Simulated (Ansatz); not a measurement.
FGaH2 (SMILES [F][GaH2]) moved off its minimum; all values from Ansatz (a quantum-chemistry and plane-wave program), cores frozen in correlated methods.
(charge 0, multiplicity 1)
```xyz
4

Ga    -0.25159    -0.33116     0.17687
H      0.61221    -1.08918     1.12788
H     -1.47134    -0.60523    -0.64104
F      0.69103     1.27326    -0.35968
```

```tsv
level	largest force (eV/Å)	on atom	rms difference from CCSD(T)/aug-cc-pVTZ (eV/Å)	dipole (D)
HF/def2-TZVPP	4.05	Ga1	0.241	3.80
PBE/def2-TZVPP	3.01	Ga1	0.200	3.15
r2SCAN/def2-TZVPP	3.34	Ga1	0.217	3.28
B3LYP/def2-TZVPP	3.19	Ga1	0.182	3.38
wB97M-V/def2-TZVPP	3.31	Ga1	0.218	3.42
MP2/aug-cc-pVTZ	3.46	Ga1	0.057	3.52
CCSD(T)/aug-cc-pVTZ	3.56	Ga1	0.000	3.51
```

The differences count from one level among others, with limits of its own. Forces at CCSD(T)/aug-cc-pVTZ (eV/Å):

```
atom      Fx      Fy      Fz
----  ------  ------  ------
Ga1    1.893   2.771  -1.185
H2     0.595  -0.655   1.009
H3    -1.139  -0.118  -0.548
F4    -1.350  -1.998   0.724
```
